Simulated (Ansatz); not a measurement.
Wavefunction ladder for CH$_{7}$AlSeSi (`[CH3][AlH][SiH2][SeH]`)

```xyz
11

C    -1.6509   -1.7402    0.0881
Al   -0.9950    0.0921    0.2259
Si    1.3695    0.6413   -0.1796
Se    1.5722    2.9100    0.0851
H    -2.3554   -1.8212   -0.7479
H    -2.2083   -2.0205    0.9880
H    -0.8619   -2.4783   -0.0691
H    -1.9932    1.2740    0.5958
H     1.8204    0.2541   -1.5492
H     2.2893   -0.0578    0.7659
H     3.0132    2.9466   -0.2030
```

Total charge 0; spin multiplicity 1. Correlated methods include outer-core shells of Se, which these sets cover unevenly. Scalar relativity is left out up to krypton. The geometry is a stationary point of PBE0-D4/def2-TZVP. It is one conformer, not always the lowest. Frozen core, restricted reference, Ansatz 0.2.0.

```tsv
basis	HF (Eh)	MP2 corr.	CCSD corr.	(T)	CCSD(T) total
def2-SVP	?	-0.54547	-0.60016	?	?
def2-TZVPP	?	-0.65764	-0.71178	-0.02634	?
def2-QZVPP	?	-0.98792	–	–	–
```

Q: Fill in the withheld values. (Best estimate.)

A: Computed: def2-SVP HF (Eh): -2972.16365; def2-SVP (T): -0.01606; def2-SVP CCSD(T) total: -2972.77987; def2-TZVPP HF (Eh): -2972.69334; def2-TZVPP CCSD(T) total: -2973.43146; def2-QZVPP HF (Eh): -2972.75858.
